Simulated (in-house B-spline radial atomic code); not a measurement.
Ionising Br3+ with different functionals

Computed with a B-spline radial code for spherical atoms: scalar-relativistic (spin-free X2C) Hamiltonian, Fermi nucleus of rms radius 4.1629 fm, spin-polarised at highest spin, spherical fractional occupations for the functionals, the average over the highest-spin determinants for Hartree-Fock. The ionisation energy is the difference of two self-consistent energies, [Ar] 3d10 4s2 4p2 → [Ar] 3d10 4s2 4p1, without Breit or QED terms; ε is the level of the shell that loses the electron (its least bound occupied spin orbital). There is no spin-orbit coupling in this Hamiltonian.

Hybrids are left out here: with spherical fractional occupations of an open shell their exact exchange keeps a self-interaction that integer-occupation calculations don't have.

| method | rung | ΔSCF (eV) | -ε(4p) (eV) |
| --- | --- | --- | --- |
| Hartree-Fock | Hartree-Fock | 46.21 | 46.54 |
| LDA VWN5 | LDA | 47.09 | 41.04 |
| LDA PW92 | LDA | 47.08 | 41.03 |
| LDA exchange-only | LDA | 45.89 | 39.89 |
| PBE | GGA | 46.91 | 40.93 |
| PBEsol | GGA | 46.94 | 40.94 |
| BLYP | GGA | 46.76 | 40.69 |
| RPBE | GGA | 46.86 | 40.90 |
| PW91 | GGA | 47.01 | 41.01 |
| BP86 | GGA | 47.03 | 41.01 |
| AM05 | GGA | 46.92 | 40.91 |
| OLYP | GGA | 46.93 | 40.95 |
| TPSS | meta-GGA | 47.00 | 41.06 |
| SCAN | meta-GGA | 47.28 | 41.41 |
| r2SCAN | meta-GGA | ? | ? |
| revTPSS | meta-GGA | ? | ? |

Q: What does revTPSS give?

A: ΔSCF 47.01 eV, and -ε(4p) = 41.09 eV.

Q: What does r2SCAN give?

A: ΔSCF 47.27 eV, and -ε(4p) = 41.40 eV.

Q: How do they compare with the NIST value?

A: NIST lists 47.78 eV ± 0.012 (measured, ground level to ground level). Errors run from -1.89 to -0.51 eV; SCAN is closest (-0.51 eV), though others lie within the uncertainty of it, and part of that can be cancellation, since the calculations leave out spin-orbit coupling, Breit-QED terms, multiplet and fine-structure energies. Hartree-Fock also lacks correlation.
